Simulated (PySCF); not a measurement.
**Structure from 2D NMR**

Compound of formula C$_{6}$H$_{4}$F$_{2}$. Correlations simulated from computed shifts and the bond graph:

HSQC (one-bond C–H):
```tsv
δH	δC
7.34	122.6
```

HMBC (two and three bonds, from the bond graph):
```tsv
δH	δC
7.34	168.3, 122.6
```

Carbons without hydrogens: δ 168.3.

- GIAO PBE0/pcSseg-1 shieldings
- GFN2-xTB structure
- run in PySCF
- gas phase, one conformer, fast rotation and ring inversion assumed for equivalent nuclei, no relativistic terms

References, each an isolated molecule treated in the same way: 1H (31.72 ppm), 13C (186.93 ppm) vs TMS.

Exchangeable hydrogens are left out of these lists.

Problem. Which molecule is this?

Solution. 1,4-difluorobenzene (Fc1ccc(F)cc1).

Atoms are numbered as in `[F:1][c:2]1[cH:3][cH:4][c:5]([F:6])[cH:7][cH:8]1`. Hydrogens are named by the atom that carries them.

1. δC 168.3 is C2/C5, an aromatic carbon bearing fluorine.
2. δC 122.6 is C3/C4/C7/C8, an aromatic CH (δH 7.34).
3. HMBC from δH 7.34 reaches the proton-free carbon C2/C5.

This is the structure that produced the data.

Shifts are as computed. Against solution values, carbons near 30 ppm lie about +3 ppm off and those near 130 ppm about +5 ppm. Of 1211 compounds with measured shifts, 218 miss one by over three times the rms of a fit or turn the order of signals round; such compounds aren't used in these exercises.
